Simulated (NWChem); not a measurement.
SnBr cation, singlet; SMILES [Br][Sn+]

```xyz
2

Sn     0.0000     0.0000    -0.9937
Br     0.0000     0.0000     1.4316
```
Atoms are numbered in this order, from 1.

Level: PBE0/def2-SVP with def2 effective core potentials on Sn (NWChem), optimised geometry, unscaled harmonic frequencies. Low-valent species are run as closed-shell singlets; no triplet was tried in these runs. This build's default masses of Se (78.918 u) and Br (79.917 u) are each other's, which moves their modes by up to 0.6 %. def2 effective core potentials on Sn; no spin-orbit coupling.

| frequency (cm⁻¹) | IR intensity (km/mol) |
|---|---|
| 300 | 36.1 |

```
Item                                                                                Value
-----------------------------------------------------------------------  ----------------
zero-point energy                                                            0.4 kcal/mol
thermal correction to the enthalpy at 298.15 K (with zero-point energy)      2.8 kcal/mol
heat capacity Cv                                                          6.6 cal/(mol K)
entropy at 298.15 K and 1 atm (symmetry number 1)                        61.3 cal/(mol K)
```

Rigid rotor and harmonic oscillator.
